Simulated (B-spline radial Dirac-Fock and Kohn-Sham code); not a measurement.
In the model described below, an L2 (2p1/2) vacancy in the Ga³⁺ ion, [Ar] 3d10, inside a Watson sphere of charge -3 and radius 2.7 Å (a model of the Madelung potential; inside it an electron's potential energy is raised by 16.0 eV), lives for 0.86 fs, which corresponds to a natural width of 0.763 eV. Out of 1000 such holes, about 13 decay by emitting a photon and the rest by ordinary Auger emission. The strongest X-ray line is Lβ1 (L2-M4) at 1127.5 eV, with 96 % of the radiative rate. The strongest electron group is L2-M4M5 near 1058 eV, with 30 % of the non-radiative rate.

These are calculated numbers from an atomic code on a B-spline grid; the model is independent-particle radiative and Coulomb Auger rates from relativistic LDA hole-state orbitals, with Dirac-Fock energies.
